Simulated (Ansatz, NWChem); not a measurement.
## From NWChem to Ansatz

NWChem 7.3.0 runs this on GeH4 (germane):

run.py:
```python
from ase import Atoms
from ase.calculators.nwchem import NWChem

atoms = Atoms(['Ge', 'H', 'H', 'H', 'H'], positions=[
    [0.000100, 0.000100, -0.000000],
    [1.148100, -0.756300, 0.680600],
    [-1.238800, -0.030000, 0.904200],
    [-0.329200, -0.669100, -1.340600],
    [0.419800, 1.455400, -0.244100],
])

calc = NWChem(
    label='geh4',
    theory='scf',
    memory='2200 mb',
    basis='def2-SVPD',
    basispar='spherical bse',
    scf={'nopen': '0', 'rhf': None, 'thresh': '1e-08', 'maxiter': '80'},
)
atoms.calc = calc

forces = atoms.get_forces()
print(f"energy = {atoms.get_potential_energy():.6f} eV")
print("forces (eV/A):")
for s, f in zip(atoms.symbols, forces):
    print(f"{s:2s} {f[0]:10.5f} {f[1]:10.5f} {f[2]:10.5f}")
print("dipole (e A):", atoms.get_dipole_moment().round(4))
```

```bash
$ export ASE_NWCHEM_COMMAND="nwchem PREFIX.nwi > PREFIX.nwo"
$ python run.py
```

The coordinates come from a PBE0-D4/def2-TZVP relaxation.

It gives a total energy of -2077.414878 Eh.

Problem. How is this level of theory, on these atoms, set up in Ansatz 0.2.0 as an input file of the program's own?

Solution. This input was run:

input.yaml:
```yaml
crystal:
  periodic: [false, false, false]
  atoms:
    - {symbol: Ge, position_ang: [0.000100, 0.000100, -0.000000]}
    - {symbol: H, position_ang: [1.148100, -0.756300, 0.680600]}
    - {symbol: H, position_ang: [-1.238800, -0.030000, 0.904200]}
    - {symbol: H, position_ang: [-0.329200, -0.669100, -1.340600]}
    - {symbol: H, position_ang: [0.419800, 1.455400, -0.244100]}
basis:
  gaussian:
    orbitals: def2-SVPD
hamiltonian:
  xc: hf
accuracy: high
output:
  forces: true
  orbitals: {seedname: orbitals}
```

```bash
$ ansatz run input.yaml --threads 1 --pin off --max-ram 2610MiB --events-out events.jsonl --progress --plain --runs-dir runs
```

Its energy is -2077.414878 Eh, 0.000 mEh from the first.
